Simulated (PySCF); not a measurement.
Sb₂, SMILES [Sb]#[Sb].

Geometry optimised at B3LYP-D3(BJ)/def2-TZVP. The def2 effective core potentials stand for the cores of Sb; spin–orbit coupling is left out.

Two levels are set side by side: TDA-PBE/def2-TZVPD (PySCF) and TDA-ωB97X/def2-TZVPD (PySCF). Vertical, same geometry. The lowest singlet is HOMO→LUMO+1 50 %, HOMO−1→LUMO 50 % with PBE and HOMO→LUMO+1 49 %, HOMO−1→LUMO 49 % with the other functional; states are paired by order. Differences are taken from unrounded values.

```json
[
 {"quantity": "lowest singlet excitation (eV)", "TDA-ωB97X": "1.85"},
 {"quantity": "lowest triplet excitation (TDA) (eV)", "TDA-ωB97X": "1.35"},
 {"quantity": "first bright state (f over 0.05) (eV)", "TDA-ωB97X": "4.69"},
 {"quantity": "its oscillator strength", "TDA-ωB97X": "0.17"}
]
```

**Question.** What does TDA-PBE give, and how far is it from TDA-ωB97X? (The exact figures need the calculation; the answer reports its results.)

**Answer.** 
| quantity | TDA-PBE | TDA-PBE minus TDA-ωB97X |
|---|---|---|
| lowest singlet excitation (eV) | 2.31 | 0.46 |
| lowest triplet excitation (TDA) (eV) | 1.53 | 0.18 |
| first bright state (f over 0.05) (eV) | 4.68 | -0.01 |
| its oscillator strength | 0.06 | -0.11 |

Rough cost on one machine, each run with all the roots and properties that it gave: TDA-ωB97X against TDA-PBE about 3 times.
